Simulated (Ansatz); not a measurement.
C2H2FNOZn, SMILES `N=C1O[CH]1[Zn][F]` from Hartree–Fock to CCSD(T)

```xyz
8

N     0.396   -2.024    0.003
C     0.484   -0.803   -0.217
O     1.353    0.214   -0.205
C    -0.100    0.449   -0.589
Zn   -1.142    1.497    0.638
F    -2.086    2.462    1.742
H     1.291   -2.420    0.286
H    -0.195    0.626   -1.659
```

The species carries charge 0 and has multiplicity 1. For Zn the d shell is correlated and the shells below it are frozen. Scalar relativity is left out up to krypton. The geometry is a stationary point of PBE0-D4/def2-TZVP. It is one conformer, not always the lowest. Frozen core, restricted reference, Ansatz 0.2.0.

```json
{"basis": "def2-SVP", "HF (Eh)": "-2082.90970", "MP2 corr.": "-1.09183", "CCSD corr.": "-1.08698", "(T)": "-0.03414", "CCSD(T) total": "-2084.03082"}
{"basis": "def2-TZVPP", "HF (Eh)": "-2083.53118", "MP2 corr.": "-1.50194", "CCSD corr.": "-1.45800", "(T)": "-0.05863", "CCSD(T) total": "-2085.04781"}
{"basis": "def2-QZVPP", "HF (Eh)": "-2083.58782", "MP2 corr.": "-1.61494", "CCSD corr.": "–", "(T)": "–", "CCSD(T) total": "–"}
```
